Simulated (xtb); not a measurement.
BBr2, SMILES [B](Br)Br (connectivity only; charge and spin as stated), charge +1, multiplicity 1. All values are semi-empirical tight-binding results from xtb (GFN2-xTB unless named), good for trends rather than for accurate numbers. Coordinates come from a GFN2-xTB optimisation. The multiplicity is an assumed one; other spin states were not compared. The isomer is the one that the SMILES or the coordinates give; other isomers of the formula were not compared.

Optimised geometry:

Bonds (Å): Br1–B2 1.741, B2–Br3 1.741. Bond angles (°): Br1–B2–Br3 180.0.
Charge +1, spin multiplicity 1.

Computed properties:
```yaml
point_group_as_xtb_finds_it: D∞h
orbital_gap: 4.51 eV
zero_point_energy: 3.1 kcal/mol
G − E(el) at 298.15 K (modified RRHO): -13.1 kcal/mol
static polarisability (D4 model): 55.0 bohr³
solvation energy, GFN2-xTB/ALPB(water): -43.7 kcal/mol
solvation energy, GFN2-xTB/ALPB(ether): -47.4 kcal/mol
```

Question: Give the atomic charges and the Wiberg bond orders between heavy atoms. (An estimate is asked for; the answer gives what the named calculation found.)

Answer: charges (e) Br1 0.29, B2 0.41, Br3 0.29. Bond orders Br1–B2 1.74, B2–Br3 1.74.
